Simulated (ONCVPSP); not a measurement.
# Which change was made? (S, ONCV)

* Element: sulfur (S)
* Generator: ONCVPSP 4.0.1
* Type: optimised norm-conserving Vanderbilt (ONCV)
* Functional: PBE
* Relativity: scalar-relativistic
* Frozen core: [Ne]
* Valence charge: 6
* Reference configuration: 3s1.5 3p4.5
* Partial waves: 3s: rc 1.20 bohr, ncon 3, nbas 8, qcut 5.9 1/bohr, 1 projector; 3p: rc 1.25 bohr, ncon 4, nbas 8, qcut 6.7 1/bohr, 2 projectors, debl 2.3 Ha; d scattering state at 0.04 Ha: rc 0.95 bohr, ncon 5, nbas 8, qcut 10 1/bohr, 3 projectors, debl 3.6 Ha
* Local potential: polynomial inside 0.75 bohr (lpopt 5, dvloc0 3 Ha)
* Core correction: none

Cutoffs, loose and tight: the cutoffs (Ha) at which the residual kinetic energy of the hardest occupied pseudo-wave falls to 1 and 0.1 mHa per electron. They do not see the model core or the augmentation charge, which bear on the density cutoff. Test errors are all-electron minus pseudo excitation energies from the reference, over the configurations 3s2 3p4; 3s2 3p3; 3s2 3p2; 3s2 3p3.5; variants that change the core or the reference have their own tests. The largest error is taken over the tests solved by every variant that gives reliable tests at all, those not shown here included: 3s2 3p3; 3s2 3p3.5; 3s2 3p4.

The base gives: outcome: generated; cutoff, loose: 13 Ha; cutoff, tight: 75 Ha; bound ghosts: none; GHOST(+) flags above zero: s, d; largest test error (meV): +1.9.

(1) After one change the result is: outcome: generated; cutoff, loose: 13 Ha; cutoff, tight: 75 Ha; bound ghosts: s; GHOST(+) flags above zero: d; largest test error (meV): +1.3. Which change was it?
A. local potential polynomial inside 0.75 bohr (lpopt 5, dvloc0 0 Ha)
B. local potential polynomial inside 0.75 bohr (lpopt 5, dvloc0 -2.5 Ha)
C. local potential polynomial inside 0.75 bohr (lpopt 5, dvloc0 9 Ha)
D. local potential polynomial inside 0.75 bohr (lpopt 5, dvloc0 4 Ha)

Answers

(1) B. The others give: local potential polynomial inside 0.75 bohr (lpopt 5, dvloc0 0 Ha) → outcome: generated; cutoff, loose: 13 Ha; cutoff, tight: 75 Ha; bound ghosts: s; GHOST(+) flags above zero: d; largest test error (meV): +1.1 | local potential polynomial inside 0.75 bohr (lpopt 5, dvloc0 9 Ha) → outcome: generated; cutoff, loose: 13 Ha; cutoff, tight: 75 Ha; bound ghosts: none; GHOST(+) flags above zero: s, d; largest test error (meV): +1.5 | local potential polynomial inside 0.75 bohr (lpopt 5, dvloc0 4 Ha) → outcome: generated; cutoff, loose: 13 Ha; cutoff, tight: 75 Ha; bound ghosts: none; GHOST(+) flags above zero: s, d; largest test error (meV): +1.6.
